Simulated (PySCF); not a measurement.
Job for PySCF: R-M06-2X/def2-TZVPPD on C2H3N3 (a complex).

```python
from pyscf import gto, dft

mol = gto.M(
    atom='''
    N    -0.14951255    0.12532483   -0.21558440
    N     0.21958874   -0.61510117   -0.92604463
    C    -0.10657752    1.24648874    3.19253567
    C     0.70531042    0.05945464    2.98030236
    N     1.34495551   -0.87901294    2.80358651
    H     0.51382760    2.06666849    3.55440597
    H    -0.57563707    1.54459034    2.25480776
    H    -0.88457378    1.04336081    3.92876337
    ''',
    basis='def2-tzvppd',
    charge=0, spin=0, verbose=4, max_memory=1800)
mf = dft.RKS(mol, xc='m062x').density_fit(auxbasis='def2-universal-jkfit')
mf.grids.level = 4
mf.conv_tol = 1e-9
mf.max_cycle = 150
mf.kernel()
mf.dip_moment()
```

**Question.** Give the final energy of this run.

**Answer.** -242.2861 hartree.
